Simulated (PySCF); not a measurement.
C₅H₉NO.
Numbering: `[CH3:1][O:2][C:3]1=[CH:4][CH2:5][NH:6][CH2:7]1` (hydrogens: H8, H9, H10 on C1; H11 on C4; H12, H13 on C5; H14 on N6; H15, H16 on C7)

The closed-shell SCF was solved with PySCF and density fitting under several settings on one GFN2-xTB geometry (grid level 2 and gas phase unless stated).

```
      settings  basis functions  SCF cycles     E (Eh)  HOMO (eV)  LUMO (eV)  dipole (D)
 PBE0/pcSseg-1              164          14  -325.4611      -6.30       1.20        2.14
PBE0/def2-SVPD              215          14  -325.2866      -6.36       0.72        2.01
```

Q: Estimate the rows for these settings: (1) HCTH407/6-311+G(2d,p); (2) PBE0/Sadlej pVTZ, IEF-PCM chloroform.

A: 
```csv
settings,basis functions,SCF cycles,E (Eh),HOMO (eV),LUMO (eV),dipole (D)
"HCTH407/6-311+G(2d,p)",243,15,-325.9379,-5.27,-0.56,2.00
"PBE0/Sadlej pVTZ, IEF-PCM chloroform",249,14,-325.5829,-6.29,0.04,2.42
```

Q: Over all rows, what range does the HOMO–LUMO gap span?

A: From 4.71 eV (HCTH407/6-311+G(2d,p)) to 7.50 eV (PBE0/pcSseg-1). The functional of the narrowest has no exact exchange, that of the widest 25 % exact exchange.

Q: And the dipole moment?

A: From 2.00 D (HCTH407/6-311+G(2d,p)) to 2.42 D (PBE0/Sadlej pVTZ, IEF-PCM chloroform); the largest is 1.21 times the smallest, and the median is 2.08 D.

Q: Compare two rows with the functional PBE0: PBE0/pcSseg-1 and PBE0/def2-SVPD. Which energy is lower, and by how much?

A: PBE0/pcSseg-1 (164 functions) lies 0.1745 Eh or 110 kcal/mol below PBE0/def2-SVPD (215 functions). The smaller set gives the lower energy; the two sets aren't nested, so the variational bound doesn't order them by size.

Whole jobs, the steps after the SCF included, on one thread of an Intel Xeon Platinum 8488C, no GPU, shared host:

```csv
settings,work after the SCF,wall time,peak memory
PBE0/pcSseg-1,"shieldings, ring-centre shieldings, charges and field gradients, density and orbital grids written",23 s,0.74 GiB
PBE0/def2-SVPD,"6 singlets by full TDDFT, 2 Tamm–Dancoff triplets, polarisability, density and orbital grids written",31 s,0.88 GiB
"HCTH407/6-311+G(2d,p)","spin–spin couplings from 15 perturbed nuclei, spin–dipole term for 1 of them",45 s,0.79 GiB
"PBE0/Sadlej pVTZ, IEF-PCM chloroform","spin–spin couplings from 15 perturbed nuclei, spin–dipole term for 1 of them",49 s,1.1 GiB
```

Cycle counts include a coarse-grid stage where the run had one. All basis functions are spherical, in the Pople sets too. The structure is a single GFN2-xTB conformer; no vibrational corrections.
